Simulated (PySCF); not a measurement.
Se(SH)(OSiH3) (H4OSSeSi), SMILES [SiH3]O[Se]S. Atoms are numbered in the order given.

```xyz
8

Se     0.0861     0.0295     0.9218
S     -0.7491     1.8484     0.0659
H     -2.0321     1.6904     0.4762
O     -0.2666    -1.2173    -0.3437
Si     0.7293    -1.3172    -1.7019
H      0.1789    -2.4346    -2.5179
H      2.1378    -1.6103    -1.3008
H      0.6941    -0.0431    -2.4784
```

Geometry: PBE0-D3(BJ)/def2-SVP. The structure was generated by enumeration, and PubChem lists no compound with its InChIKey, so it may never have been made. Other conformers were not sampled.

Two levels are set side by side: PBE/pcSseg-1 (PySCF) and HF/pcSseg-1 (PySCF). GIAO shifts against H2O (¹⁷O), H2S (³³S), Me2Se (⁷⁷Se), TMS (²⁹Si), TMS (¹H) at the same level; non-relativistic, no solvent, atoms listed together averaged. Differences are taken from unrounded values.

```
quantity                 PBE
--------------------  ------
δ(⁷⁷Se) of Se1 (ppm)  1510.7
δ(³³S) of S2 (ppm)     293.7
δ(¹H) of H3 (ppm)       5.43
δ(¹⁷O) of O4 (ppm)      26.6
δ(²⁹Si) of Si5 (ppm)   -23.5
```

Task: These are the PBE values. What does HF give? (The exact figures need the calculation; the answer reports its results.)

Result: 
```json
[
 {"quantity": "δ(⁷⁷Se) of Se1 (ppm)", "HF": "1293.1", "PBE minus HF": "217.7"},
 {"quantity": "δ(³³S) of S2 (ppm)", "HF": "196.4", "PBE minus HF": "97.3"},
 {"quantity": "δ(¹H) of H3 (ppm)", "HF": "5.04", "PBE minus HF": "0.38"},
 {"quantity": "δ(¹⁷O) of O4 (ppm)", "HF": "-52.8", "PBE minus HF": "79.4"},
 {"quantity": "δ(²⁹Si) of Si5 (ppm)", "HF": "-31.1", "PBE minus HF": "7.6"}
]
```

Rough cost on one machine, each run with all the roots and properties that it gave: HF against PBE within a factor of 2.
